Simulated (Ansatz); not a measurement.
Task: Predict a relaxed structure of the cluster Pb₃Se₃, charge 0, singlet, at r2SCAN-D4/def2-SVP (Ansatz).

Result: 
```xyz
6

Pb    1.2143    0.1095    1.3898
Pb   -1.6868   -0.7437   -0.1400
Pb    0.8723    1.1705   -2.3075
Se   -0.9068   -1.2160    2.3978
Se    1.0178   -1.2923   -1.2093
Se   -0.5109    1.9720   -0.1309
```
Point group C2v (tolerance 0.1 Å). This is one stationary point.

In the def2 sets Pb takes a core potential; there is no spin–orbit coupling. The structure comes from a short search, and lower isomers may exist.
